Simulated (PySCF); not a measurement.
Computed IR spectrum (relative IR intensity) of a molecule C3H4BrF. Coordinates come from a B3LYP-D3(BJ)/def2-SVP optimisation. The values are those of a single conformer. All values below come from B3LYP-D3(BJ)/def2-SVP (PySCF 2.14.0). Frequencies are harmonic and unscaled.

Lines under 2 % of the strongest are left out, and lines within 2 cm⁻¹ are merged.

ν (cm⁻¹): 498 (m), 755 (vw), 827 (m), 978 (w), 1017 (m), 1044 (m), 1199 (vs), 1329 (m), 1415 (w), 1480 (m), 3134 (vw) (against the strongest line: vs over 80 %, s over 45 %, m over 15 %, w over 4 %, vw less)

### Question
Which molecule gave these data?
A. C/C(Br)=C\F
B. C/C(F)=C\Br
C. C/C=C(\F)Br
D. FC1(Br)CC1

### Answer
D, FC1(Br)CC1
